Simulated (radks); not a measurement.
The numbers below are computed, except where a source is named.
Kr II, 35 electrons, occupied as [Ar] 3d9.5 4s1.5 4p6 (fractional occupations, a model configuration). Code: a radial shooting solver on a logarithmic mesh with Libxc functionals. Model: Dirac Kohn-Sham, BLYP, spin-unpolarised, spherical densities, finite nucleus; open shells fill j = l - 1/2 first; Fermi nuclear charge, rms radius 4.1884 fm.

Spin-orbit splittings of the eigenvalues, e(l+1/2) - e(l-1/2), with zeta = 2 splitting/(2l+1) and mean radii in bohr:

shell  occ.  splitting (eV)  zeta (eV)  <r> j=l-1/2  <r> j=l+1/2
2p        6           53.86      35.91       0.1573       0.1613
3p        6           8.025      5.350       0.5305       0.5408
3d      9.5           1.337     0.5350       0.5453       0.5491
4p        6          0.7838     0.5225        1.754        1.791
